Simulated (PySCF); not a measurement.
**Working out the ionisation energy of Ca²⁺**

Ca²⁺ [Ar] (1S) → Ca³⁺ [Ne] 3s2 3p5 (2P). All numbers are calculated (PySCF 2.14, scalar relativity by spin-free X2C-1e, in x2c-TZVPall (6s5p3d, 36 functions)). Frozen: [Ne] 3s2. Energies in hartree (1 hartree = 27.21139 eV):

```csv
part,Ca²⁺ (lower),Ca³⁺ (upper)
UHF,-679.013930,-677.185573
CCSD correlation,-0.151135,-0.107430
(T),-0.001098,-0.000457
```

**Question.** What does Hartree-Fock give?

**Answer.** (-677.185573) − (-679.013930) = 1.828357 hartree = 49.752 eV.

**Question.** What do CCSD and CCSD(T) give?

**Answer.** The CCSD correlation energies differ by 0.043705 hartree = 1.189 eV and the triples by 0.000641 hartree = 0.017 eV, so CCSD gives 50.941 eV and CCSD(T) 50.958 eV.

Reference: 50.913 eV (measured; NIST Atomic Spectra Database, ionization energies), between the lowest levels; spin-orbit coupling is absent from the calculation.

What remains against the reference includes basis incompleteness, the frozen core and higher excitations.
